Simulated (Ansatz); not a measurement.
A nudged elastic band was laid between two geometries of ClH$_{3}$Sn (5 atoms, charge 0, multiplicity 1).

Method: RKS revPBE-D4/def2-mTZVP in Ansatz.

```json
{
  "movable images": "9",
  "climbing image": "yes",
  "spring": "5.0 eV/Å²",
  "optimiser": "quadratic models (default)",
  "start path": "straight line",
  "force threshold": "0.05 eV/Å",
  "iteration limit": "60",
  "end points": "relaxed"
}
```

First end point:

```xyz
5
Properties=species:S:1:pos:R:3
Sn 0.166 0.000 0.287
H -0.012 0.000 1.999
Cl 2.511 0.000 -0.121
H -0.436 1.434 -0.448
H -0.436 -1.434 -0.448
```

Last end point:

```xyz
5
Properties=species:S:1:pos:R:3
Sn -0.969 0.000 0.029
H 1.597 0.000 2.345
Cl 1.880 0.000 1.070
H -0.358 1.277 -1.088
H -0.358 -1.277 -1.088
```

(1) What changes between the two ends?

(2) What energy profile does the band end with?

(3) What is the geometry of the highest image?

Answers

(1) Bonds broken: Sn1–H2, Sn1–Cl3. Bonds formed: H2–Cl3. ClH3Sn becomes ClH + H2Sn.

(2) The run converged. The highest image is number 5 of 0 to 10, 1.80 eV above the first end and 0.44 eV above the last; the last end lies 1.36 eV above the first. Another band between the same ends (9 images) ends at a top of the same energy, where a vibrational analysis finds 1 clearly imaginary mode. The orbitals stay closed-shell, which can raise the energy where a bond breaks towards radicals; this wasn't checked here.

```tsv
image	path coordinate (Å)	energy (eV)	Sn1–H2 (Å)	Sn1–Cl3 (Å)	H2–Cl3 (Å)
0	0.00	0.00	1.72	2.38	3.29
1	0.31	0.08	1.71	2.38	3.02
2	0.61	0.37	1.70	2.41	2.69
3	0.92	0.93	1.69	2.50	2.35
4	1.22	1.55	1.73	2.63	2.04
5	1.53	1.80	1.84	2.77	1.72
6	1.83	1.63	2.08	2.90	1.44
7	2.13	1.50	2.43	3.08	1.34
8	2.43	1.44	2.78	3.10	1.31
9	2.73	1.39	3.11	3.05	1.31
10	3.02	1.36	3.46	3.03	1.31
```

(3) 
```xyz
5
Properties=species:S:1:pos:R:3
Sn -0.390 0.000 0.288
H 0.805 0.000 1.691
Cl 2.317 0.000 0.866
H -0.470 1.378 -0.789
H -0.470 -1.378 -0.789
```

The run took 84 s on 1 thread of Arm Neoverse V2, with other jobs on the host, peak memory 0.12 GiB.
